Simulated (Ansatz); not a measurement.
**H$_{2}$O ··· AsH$_{3}$**

The pair of H$_{2}$O (SMILES O, atoms 1–3) and AsH$_{3}$ (SMILES [AsH3], atoms 4–7), both closed shells, in one local arrangement (a lower one may exist), relaxed at PBE0-D4/def2-TZVP:

```xyz
7
angstrom
O 0.1665 -0.3128 -2.5162
H -0.0018 0.5699 -2.8524
H 0.1426 -0.2214 -1.5570
As -0.0320 0.0021 1.1134
H -1.0288 0.8473 1.8860
H -0.3652 -1.2555 1.8943
H 1.1189 0.3703 2.0318
```

Program: Ansatz 0.2.0. Basis: def2-TZVPPD, with def2-QZVPPD for the basis limit. Cores are frozen in the correlated methods. Filled d shells of the heavier atoms are correlated. The def2 sets are not built for correlating such inner shells, so the correlated values are less sure here. B3LYP uses VWN-RPA correlation. Extrapolation: Hartree–Fock as exp(−7.88 √X), correlation as X^−2.97. Interaction energies count from these two fragments, frozen as in the pair, with the counterpoise correction; negative means bound.

(1) What is the interaction energy by CCSD(T) at an estimated basis limit (MP2 extrapolated from triple and quadruple zeta, plus CCSD(T) − MP2 in triple zeta)? (Judge from chemistry; the value comes from the calculation.)

(2) Which atoms make the shortest contact between the fragments?

T1 diagnostic: at most 0.012.

## Answers

(1) The calculation gives: -2.02 kcal/mol. Hartree–Fock alone gives -0.50 kcal/mol at the basis limit. It counts from the two fragments frozen as in the pair.

The same quantity by other methods in triple zeta, and each one's difference from that estimate:
| method | E_int (kcal/mol) | difference |
| --- | --- | --- |
| PBE-D4 | -2.73 | -0.71 |
| revPBE-D4 | -2.15 | -0.13 |
| BLYP-D4 | -2.14 | -0.12 |
| r2SCAN-D4 | -2.11 | -0.08 |
| B97M-V | -2.11 | -0.09 |
| PBE0-D4 | -2.53 | -0.51 |
| B3LYP-D4 | -2.23 | -0.21 |
| HSE06-D4 | -2.55 | -0.53 |
| wB97X-V | -2.19 | -0.17 |
| wB97M-V | -2.02 | 0.00 |
| B2PLYP | -1.66 | 0.36 |
| HF | -0.51 | 1.51 |
| MP2 | -1.93 | 0.09 |
| CCSD | -1.57 | 0.45 |
| CCSD(T) | -1.80 | 0.22 |
Differences are method less estimate.

(2) H3 and As4, 2.69 Å apart.

Basis-set superposition shift (counterpoise-corrected less uncorrected): CCSD(T) 0.60; MP2 0.63; HF 0.11; PBE0-D4 0.12; wB97M-V 0.15 kcal/mol.

For scale, one of the runs: CCSD(T)/def2-TZVPPD, 179 basis functions, launched by `ansatz run in.yaml --threads 2 --pin off --events-out ev --progress --plain --max-ram 5222MiB`. Hardware: 2 CPU threads of an Arm Neoverse V2, shared host. Wall time 38 s; peak host memory 1.7 GiB.
